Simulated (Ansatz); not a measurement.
AlBH4O2S from Hartree–Fock to CCSD(T)

```xyz
9

O    -0.694   -0.536    0.049
B     0.643   -0.531   -0.439
O     1.044   -1.652   -1.075
S     1.453    1.011   -0.068
Al   -0.658    1.285    0.778
H    -1.268   -1.291   -0.110
H     1.949   -1.607   -1.392
H    -1.658    2.152   -0.093
H    -0.810    1.167    2.350
```

Charge 0, multiplicity 1. The bonds changed during the relaxation, so this is another structure than the one it started from. Geometry: relaxed with PBE0-D4/def2-TZVP. It is one conformer, not always the lowest. Frozen core, restricted reference, Ansatz. CBS rows extrapolate triple and quadruple zeta; past MP2 they add the triple-zeta difference.

```json
{"basis": "def2-SVP", "HF (Eh)": "-816.04590", "MP2 corr.": "-0.64794", "CCSD corr.": "-0.68614", "(T)": "-0.01788", "CCSD(T) total": "-816.74992"}
{"basis": "def2-TZVPP", "HF (Eh)": "-816.47995", "MP2 corr.": "-0.82974", "CCSD corr.": "-0.86345", "(T)": "-0.03429", "CCSD(T) total": "-817.37769"}
{"basis": "def2-QZVPP", "HF (Eh)": "-816.50657", "MP2 corr.": "-0.89749", "CCSD corr.": "–", "(T)": "–", "CCSD(T) total": "–"}
{"basis": "CBS(def2)", "HF (Eh)": "-816.51024", "MP2 corr.": "-0.94767", "CCSD corr.": "-0.98139", "(T)": "as TZ", "CCSD(T) total": "-817.52592"}
```
